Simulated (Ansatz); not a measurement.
ClH4N2Y, SMILES `[NH2][Y]([NH2])[Cl]`. The species carries charge 0 and has multiplicity 1. Y takes the def2 core potential.

Z-matrix (Å, degrees):
```
Y
N 1 2.128
Cl 1 2.493 2 122.1
N 1 2.128 2 115.9 3 -179.8
H 1 2.855 2 16.5 3 0.1
H 1 2.853 2 16.5 3 -179.9
H 1 2.855 2 132.3 3 -179.8
H 1 2.853 2 99.3 3 -179.8
```

Question: List the harmonic frequencies (cm⁻¹, unscaled) at PBE0-D4/def2-TZVP in Ansatz. (Best estimate.)

Answer: The calculation gave: 55, 89, 120, 296, 313, 329, 377, 453, 526, 536, 574, 579, 1548, 1554, 3529, 3530, 3614, 3614.

Question: Is this a minimum?

Answer: Yes, all 18 modes are real.

Question: Give the ideal-gas thermochemistry at 298.15 K and 1 bar (rigid rotor, harmonic oscillator; point group C2v, symmetry number 2).

Answer: Zero-point energy 129.4 kJ/mol; H(298) − E = 152.0 kJ/mol; entropy 363.2 J/(mol·K), of which translation 171.9, rotation 109.9, vibration 81.4; G(298) − E = 43.8 kJ/mol. Modes under 100 cm⁻¹ are hindered rotations or soft bends, so the harmonic entropy is rough.

Question: And at 400, 500, 600, 800 and 1000 K?

Answer: 
| T (K) | H − E (kJ/mol) | S (J/mol/K) | G − E (kJ/mol) |
| --- | --- | --- | --- |
| 400 | 163.8 | 397.1 | 5.0 |
| 500 | 176.2 | 424.7 | -36.1 |
| 600 | 189.2 | 448.4 | -79.8 |
| 800 | 216.5 | 487.6 | -173.6 |
| 1000 | 245.2 | 519.6 | -274.4 |
